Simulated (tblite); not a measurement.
Start geometry of `C#C[SiH2]N(C)[SiH]1OCCO1` from a force field or distance geometry (Å):
```
atom  x, y, z in Å
C1     4.1152    1.5200    1.4519
C2     3.3019    1.2186    0.5943
Si3    2.1038    0.7484   -0.6833
N4     0.8755   -0.2417    0.0921
C5     1.1914   -1.6719    0.0820
Si6   -0.7633   -0.1083   -0.5493
O7    -1.5844    1.3272   -0.1222
C8    -2.8430    0.8884    0.2524
C9    -2.9619   -0.5829    0.1554
O10   -1.7472   -1.1844    0.4045
H11    4.7991    1.8014    2.2144
H12    1.5857    2.0366   -1.2019
H13    2.8053   -0.0043   -1.7076
H14    2.0659   -1.9177    0.7039
H15    0.2509   -2.1631    0.4093
H16    1.3227   -1.9602   -0.9697
H17   -0.8845   -0.3608   -1.9700
H18   -3.5521    1.3432   -0.4846
H19   -3.1620    1.2138    1.2660
H20   -3.2561   -0.9019   -0.8561
H21   -3.6719   -0.9837    0.9179
```

Problem. What comes out of this run: tblite 0.8.0, GFN2-xTB geometry optimisation, gas phase?

Solution. 
```
atom  x, y, z in Å
C1     4.1088    0.6810    1.6098
C2     3.0167    0.8106    1.1247
Si3    1.3423    1.0617    0.3695
N4     0.7908   -0.5197   -0.1168
C5     1.7417   -1.4747   -0.6436
Si6   -0.8716   -0.8619   -0.3559
O7    -1.6519    0.0507   -1.4760
C8    -2.7159    0.7573   -0.9141
C9    -2.9270    0.2384    0.5221
O10   -1.7486   -0.3747    0.9376
H11    5.0632    0.5598    2.0373
H12    0.4225    1.5952    1.3737
H13    1.5054    1.9682   -0.7840
H14    2.6941   -1.3712   -0.1265
H15    1.3709   -2.4873   -0.5004
H16    1.9094   -1.3241   -1.7135
H17   -1.0798   -2.2694   -0.6631
H18   -3.6107    0.6067   -1.5237
H19   -2.4627    1.8228   -0.9100
H20   -3.7356   -0.5004    0.5384
H21   -3.1708    1.0480    1.2140
```

The energy falls by 99.4 kJ/mol over 266 L-BFGS steps, the largest force on an atom goes from 2.92 to 0.009 eV/Å, and the atoms move by 1.562 Å rms after alignment. The bond that changes most is Si6–O10 (oxygen-bound silicon to silyl ether oxygen), which shortens by 0.105 Å. Bonds longer at the end by more than 0.005 Å: 6 of 21; shorter: 15. Among the angles that change most is Si6–O10–C9, from 97.4° to 110.4°. Among the dihedrals that turn most is Si3–N4–Si6–O7, from -75° to 58°. Rotational constants go from 2237, 519.4, 477.2 to 2237, 551.4, 510.6 MHz. The orientation of the end geometry is arbitrary; only internal coordinates are fixed.

The run took 5.1 s on one thread of an Arm Neoverse N1, shared host with 64 logical CPUs at a one-minute load of 61.

Its GFN2-xTB frequencies are all real (lowest 16 cm⁻¹). The numbers are those of one conformer. 3 starts were optimised and ended at 0.00, 0.68 and 1.88 kcal/mol (GFN2-xTB); the lowest of these is shown.

These are computed values.
